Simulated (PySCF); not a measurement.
F4Si, SMILES F[Si-](F)(F)F (connectivity only; charge and spin as stated), charge -1, multiplicity 2. Geometry: PBE0-D3(BJ)/def2-SVPD.

Method: PBE0-D3(BJ)/def2-SVPD in PySCF.

Harmonic wavenumbers (cm⁻¹): 179, 233, 306, 380, 395, 525, 757, 767, 791. Rotational constants (GHz): 5.191, 3.560, 2.866; symmetry number 2.

### Question
Work out the zero-point energy and the ideal-gas rigid-rotor harmonic-oscillator thermochemistry at 298.15 K and 1 atm.

### Answer
ZPE = ½ Σ hcν = ½ × 4332 cm⁻¹ = 25.91 kJ/mol. H − E(el) = 42.73 kJ/mol. Entropy in J/(mol K): translation 166.68, rotation 103.90, vibration 37.24, spin 5.76, total 313.58. G − E(el) = -50.76 kJ/mol. Cp = 81.82 J/(mol K).
